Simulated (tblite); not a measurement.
Parent: `[CH3:1][O:2][CH2:3][SiH2:4][SH:5]` with C1–O2–C3–Si4 -177°, O2–C3–Si4–S5 -56°, C3–Si4–S5–H 31°, C2H8OSSi.

The geometries are computed with GFN2-xTB (gas phase). One conformer each, not checked by frequencies here.

| coordinate of the parent | value |
| --- | --- |
| C1–O2 | 1.403 Å |
| O2–C3 | 1.415 Å |
| C3–Si4 | 1.905 Å |
| Si4–S5 | 2.140 Å |
| C1–O2–C3 | 113.6° |
| O2–C3–Si4 | 105.1° |
| C3–Si4–S5 | 107.4° |

Question: How does the shared frame change in `[CH3:1][O:2][CH2:3][SiH2:4][S:5][CH3:6]` with C1–O2–C3–Si4 -75°, O2–C3–Si4–S5 -173°, C3–Si4–S5–C6 179°, C3H10OSSi? Atoms pair as C1 = C1, O2 = O2, C3 = C3, Si4 = Si4, S5 = S5 (parent first).

Answer: 
```json
{"parent": "C1–O2", "relative": "C1–O2", "value in the relative": "1.400 Å", "change": "-0.003"}
{"parent": "O2–C3", "relative": "O2–C3", "value in the relative": "1.417 Å", "change": "+0.002"}
{"parent": "C3–Si4", "relative": "C3–Si4", "value in the relative": "1.904 Å", "change": "-0.001"}
{"parent": "Si4–S5", "relative": "Si4–S5", "value in the relative": "2.141 Å", "change": "+0.001"}
{"parent": "C1–O2–C3", "relative": "C1–O2–C3", "value in the relative": "113.9°", "change": "+0.3"}
{"parent": "O2–C3–Si4", "relative": "O2–C3–Si4", "value in the relative": "112.2°", "change": "+7.1"}
{"parent": "C3–Si4–S5", "relative": "C3–Si4–S5", "value in the relative": "106.1°", "change": "-1.3"}
```

No shared bond changes by more than 0.004 Å. Bonds of the relative outside the shared frame: S5–C6 1.819 Å. Point group C1 → C1.

Question: How does the shared frame change in `[CH2:1]=[CH:2][S:3][SiH2:4][CH2:5][O:6][CH3:7]` with C1–C2–S3–Si4 -172°, C2–S3–Si4–C5 -54°, S3–Si4–C5–O6 72°, Si4–C5–O6–C7 179°, C4H10OSSi? Atoms pair as C1 = C7, O2 = O6, C3 = C5, Si4 = Si4, S5 = S3 (parent first).

Answer: 
| parent | relative | value in the relative | change |
| --- | --- | --- | --- |
| C1–O2 | C7–O6 | 1.403 Å | 0.000 |
| O2–C3 | O6–C5 | 1.416 Å | +0.001 |
| C3–Si4 | C5–Si4 | 1.909 Å | +0.004 |
| Si4–S5 | Si4–S3 | 2.149 Å | +0.009 |
| C1–O2–C3 | C7–O6–C5 | 113.5° | -0.1 |
| O2–C3–Si4 | O6–C5–Si4 | 105.9° | +0.8 |
| C3–Si4–S5 | C5–Si4–S3 | 111.4° | +4.0 |

Of the parent's bonds, Si4–S5 changes most (+0.009 Å). Bonds of the relative outside the shared frame: C1=C2 1.321, C2–S3 1.769 Å. Point group C1 → C1.
